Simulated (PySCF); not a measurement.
Cl$_{4}$Hf, charge +1, doublet, geometry from GFN2-xTB (such geometries of metal compounds can be far from the true shape) (the multiplicity is a formal guess) (core potentials on Hf). Base run: DF-HF/def2-TZVP in PySCF.

Here is a job for PySCF.
```python
from pyscf import gto, scf

mol = gto.M(
    atom='''
Hf    0.080592    0.159745   -0.315834
Cl    1.888001   -1.401210   -0.414010
Cl    0.891324    0.805312    1.705294
Cl   -1.815730    1.544462    0.130787
Cl   -1.304927   -1.625132   -0.084421
''',
    basis='def2-tzvp',
    ecp={'Hf': 'def2-tzvp'},
    charge=1,
    spin=1,
    verbose=4,
)

mf = scf.UHF(mol)
mf = mf.density_fit(auxbasis='def2-universal-jkfit')
mf.kernel()
```

Each row names what was changed in the base input (with any setting that the change needs).

```tsv
change	E (Eh)	HOMO (eV)	<S^2>	core-seconds (rough)	outcome
base	-1885.38672	-14.94	0.800	7	converged
functional = r2scan	-	-	-	-	not converged
functional = wb97x	-1888.73509	-15.60	0.764	50	converged
functional = camb3lyp	-1888.74628	-14.80	0.762	30	converged
functional = b97m_v	-	-	-	-	cut at the time limit
functional = bhandhlyp	-1888.63127	-14.45	0.767	30	converged
functional = tpss	-1888.86298	-12.78	0.753	60	converged
functional = m06	-1888.64810	-13.79	0.755	50	converged
functional = pw91,pw91	-	-	-	-	not converged
functional = tpssh	-1888.81916	-13.21	0.756	50	converged
functional = b97-1	-1888.56295	-13.55	0.757	20	converged
functional = wb97m_v	-	-	-	-	cut at the time limit
functional = o3lyp	-1888.79488	-13.14	0.755	30	converged
```

Absolute energies of different levels of theory aren't comparable as measures of quality.

Open shells are given as the SCF converged; they aren't shown to be the lowest states, and a large step between rows can be another state.
